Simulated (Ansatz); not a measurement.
N₂, charge -1, doublet, geometry from GFN2-xTB (a state made from the parent by changing its charge; the spin is typed, not shown lowest) (a gas-phase anion, which may not be bound at this level); MP2/6-31G** in Ansatz (a first-principles code).

Input for Ansatz:
Ansatz 0.2 input:
```yaml
crystal:
  periodic: [false, false, false]
  atoms:
    - {symbol: N, position_ang: [-0.00000000, -0.00000000, -0.60547328]}
    - {symbol: N, position_ang: [0.00000000, 0.00000000, 0.60547328]}
basis:
  gaussian:
    orbitals: 6-31G__.json
total_charge: -1
magnetization: {spin_polarized: true, initial_magnetization: 1}
correlation: {method: mp2}
```
The basis file holds 6-31G** in the JSON format of the Basis Set Exchange.

The log (banner, timings and long lists left out):

```
Functional definition: HF
276 factors; integrals over basis functions are off by at most 1.0e-3 eV
mean field evaluation 1: about -2960.1001 eV, gradient 1.5e1 eV
mean field evaluation 2: about -2960.1009 eV, gradient 1.5e1 eV
mean field evaluation 4: about -2961.1652 eV, gradient 1.2e0 eV
mean field evaluation 8: about -2961.1774 eV, gradient 8.6e-3 eV
mean field evaluation 16: about -2961.1774 eV, gradient 2.5e-6 eV
mean field -2961.17737154 eV, -108.8212612461 hartree, gradient 8.4e-6 eV, S^2 0.761091; 4 other end points of the search recorded, 0 dependent functions left out
2 core orbitals not correlated
reference -2961.17737154 eV, -108.8212612461 hartree; 6, 5 occupied and 22, 23 virtual orbitals, 276 factors
second order -8.39350434 eV of doubles, -0.00000000 eV of singles
Total energy: -2969.57087588 eV, -109.1297168410 hartree
```
